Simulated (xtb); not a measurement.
GeTe, charge +1, doublet, at a GFN2-xTB geometry (a state made from the parent by changing its charge; the spin is typed, not shown lowest); GFN2-xTB in xtb.

The xtb input:
```
$ xtb mol.xyz --gfn 2 --chrg 1 --uhf 1 --acc 30 --json

# file mol.xyz
2

Ge    -0.00000000    -0.00000000    -1.55418152
Te     0.00000000     0.00000000     0.95641940
```

What the program printed (banner, timings and long lists left out):

```
   ID    Z sym.   atoms
    1   32 Ge     1
    2   52 Te     2

           -------------------------------------------------
          |                Calculation Setup                |
           -------------------------------------------------

           -------------------------------------------------
          |                 G F N 2 - x T B                 |
           -------------------------------------------------

          ...................................................
          :                      SETUP                      :
          :.................................................:
          :  # basis functions                  20          :
          :  # atomic orbitals                  18          :
          :  # shells                            6          :
          :  # electrons                         9          :
          :  max. iterations                   250          :
          :  Hamiltonian                  GFN2-xTB          :
          :  restarted?                      false          :
          :  GBSA solvation                  false          :
          :  PC potential                    false          :
          :  electronic temp.          300.0000000     K    :
          :  accuracy                   30.0000000          :
          :  -> integral cutoff          0.2000000E+02      :
          :  -> integral neglect         0.3000000E-06      :
          :  -> SCF convergence          0.3000000E-04 Eh   :
          :  -> wf. convergence          0.3000000E-02 e    :
          :  Broyden damping             0.4000000          :
          :  net charge                          1          :
          :  unpaired electrons                  1          :
          ...................................................

 iter      E             dE          RMSdq      gap      omega  full diag
   1     -3.6606523 -0.366065E+01  0.350E+01    1.61       0.0  T
   2     -0.6821653  0.297849E+01  0.593E+01    4.45       1.0  T
   3     -4.5394270 -0.385726E+01  0.247E+01    2.50       1.0  T
   4     -2.7162148  0.182321E+01  0.266E+01    1.63       1.0  T
   5     -4.3404795 -0.162426E+01  0.969E+00    3.83       1.0  T
   6     -4.3340251  0.645442E-02  0.970E+00    3.86       1.0  T
   7     -4.3832453 -0.492202E-01  0.108E+01    3.65       1.0  T
   8     -4.4841321 -0.100887E+00  0.146E+01    3.15       1.0  T
   9     -4.4669664  0.171657E-01  0.111E+01    3.23       1.0  T
[...]
         :: total energy              -4.536589539533 Eh    ::
[...]
        11                         -0.3283645              -8.9353
        12                         -0.3283645              -8.9353
        13                         -0.3108289              -8.4581
        14                         -0.3108289              -8.4581
        15                         -0.1988039              -5.4097
        16                         -0.1528208              -4.1585
       ...                                ...                  ...
        18                          0.5809941              15.8097
      -------------------------------------------------------------
                  HL-Gap            0.0910477 Eh            2.4775 eV
             Fermi-level           -0.6655603 Eh          -18.1108 eV

     #   Z          covCN         q      C6AA      α(0)
     1  32 Ge       0.946     0.694   265.778    34.865
     2  52 Te       0.946     0.306   404.516    37.483

 Mol. C6AA /au·bohr⁶  :       1320.178864
 Mol. C8AA /au·bohr⁸  :     128378.361905
 Mol. α(0) /au        :         72.348006

Wiberg/Mayer (AO) data.
largest (>0.10) Wiberg bond orders for each atom

 ---------------------------------------------------------------------------
     #   Z sym  total        # sym  WBO       # sym  WBO       # sym  WBO
 ---------------------------------------------------------------------------
     1  32 Ge   1.669 --     2 Te   1.669
     2  52 Te   1.669 --     1 Ge   1.669
 ---------------------------------------------------------------------------

Topologies differ in total number of bonds
Writing topology from bond orders to xtbtopo.mol

molecular dipole:
                 x           y           z       tot (Debye)
 q only:        0.000       0.000      -1.487
   full:        0.000       0.000      -2.457       6.246
molecular quadrupole (traceless):
                xx          xy          yy          xz          yz          zz
 q only:       -3.494       0.000      -3.494       0.000       0.000       6.988
  q+dip:       -4.677       0.000      -4.677       0.000      -0.000       9.354
   full:       -2.457       0.000      -2.457       0.000      -0.000       4.914

           -------------------------------------------------
          | TOTAL ENERGY               -4.536589539533 Eh   |
          | GRADIENT NORM               0.000001417552 Eh/α |
          | HOMO-LUMO GAP               2.477534794124 eV   |
           -------------------------------------------------

normal termination of xtb
```
